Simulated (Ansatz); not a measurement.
```xyz
2

Mg    0.0000    0.0000    0.0000
F     0.0000    0.0000    1.7500
```

Basis set: pcseg-2 (spherical functions). Charge 0, multiplicity 2.

Computed with Ansatz (development build ahead of 0.2.0); each method stands on the lowest determinant of its kind that the runs found.

The atomization energy at this shape (free ground-state atoms in the same class of orbitals less the molecule, no zero-point energy) of doublet MgF:

| method | atomization energy |
| --- | --- |
| UHF | 3.38 eV |
| ROHF | 3.50 eV |

(1) What does PBE (unrestricted) give?

## Answers

(1) 4.62 eV.

The shape needn't be a minimum at these levels.
